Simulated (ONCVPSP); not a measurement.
## Scattering properties, ONCV potential for boron

```json
{
 "Element": "B",
 "Generator": "ONCVPSP 4.0.1",
 "Type": "optimised norm-conserving Vanderbilt (ONCV)",
 "Functional": "PBEsol",
 "Relativity": "scalar-relativistic",
 "Frozen core": "[He]",
 "Valence charge": "3",
 "Reference configuration": "2s2 2p1",
 "Partial waves": "2s: rc 1.65 bohr, ncon 5, nbas 10, qcut 4.7 1/bohr, 2 projectors, debl 1.6 Ha; 2p: rc 3.20 bohr, ncon 4, nbas 8, qcut 4.5 1/bohr, 1 projector; d scattering state at 0.19 Ha: rc 2.70 bohr, ncon 4, nbas 9, qcut 3.8 1/bohr, 2 projectors, debl 1.4 Ha",
 "Local potential": "polynomial inside 1.30 bohr (lpopt 5, dvloc0 1 Ha)",
 "Core correction": "none"
}
```

The phase is arctan(r·R′/R) of the radial function R(r), unwrapped; energies in Ha, scanned from -2 to 5 Ha. A pole is an energy at which the radial function vanishes at the test radius. The pseudo phase is shifted by a multiple of π to meet the all-electron one at the reference energy, and phase errors are pseudo minus all-electron; the curves can meet again beyond the range given. Levels narrower than the energy grid can be missing from the lists of poles.

For each channel, where are the poles, and over which energies does the pseudopotential scatter like the atom?

```json
{"channel": "s", "radius (bohr)": "1.68", "reference energy (Ha)": "-0.34", "poles, all-electron": "1.34", "poles, pseudo": "1.34", "unbroken range about the reference energy with phases within 0.05 rad": "below 3.8", "phase error 1 Ha above the reference energy (rad)": "-0.000"}
{"channel": "p", "radius (bohr)": "3.24", "reference energy (Ha)": "-0.13", "poles, all-electron": "0.01, 1.49, 3.98", "poles, pseudo": "0.01, 1.76, 4.70", "unbroken range about the reference energy with phases within 0.05 rad": "below 0.3", "phase error 1 Ha above the reference energy (rad)": "+0.110"}
{"channel": "d", "radius (bohr)": "2.74", "reference energy (Ha)": "0.19", "poles, all-electron": "1.40, 4.29", "poles, pseudo": "1.40, 4.29", "unbroken range about the reference energy with phases within 0.05 rad": "the whole range", "phase error 1 Ha above the reference energy (rad)": "-0.000"}
```

Phases in the d channel:

```
E (Ha)  all-electron  pseudo
 -1.98         1.359   1.359
 -1.80         1.348   1.348
 -1.62         1.335   1.335
 -1.44         1.320   1.320
 -1.26         1.301   1.301
 -1.08         1.279   1.279
 -0.90         1.250   1.250
 -0.72         1.213   1.213
 -0.54         1.162   1.162
 -0.36         1.089   1.089
 -0.18         0.973   0.972
  0.00         0.766   0.766
  0.18         0.359   0.359
  0.36        -0.322  -0.322
  0.54        -0.890  -0.890
  0.72        -1.186  -1.186
  0.90        -1.347  -1.347
  1.08        -1.448  -1.448
  1.26        -1.522  -1.522
  1.44        -1.583  -1.583
  1.62        -1.643  -1.643
  1.80        -1.708  -1.708
  1.98        -1.796  -1.796
  2.16        -1.942  -1.942
  2.34        -2.273  -2.275
  2.52        -3.190  -3.198
  2.70        -4.037  -4.042
  2.88        -4.334  -4.336
  3.06        -4.464  -4.465
  3.24        -4.537  -4.538
  3.42        -4.586  -4.587
  3.60        -4.622  -4.622
  3.78        -4.650  -4.651
  3.96        -4.674  -4.675
  4.14        -4.696  -4.696
  4.32        -4.716  -4.716
  4.50        -4.736  -4.735
  4.68        -4.756  -4.755
  4.86        -4.779  -4.777
```
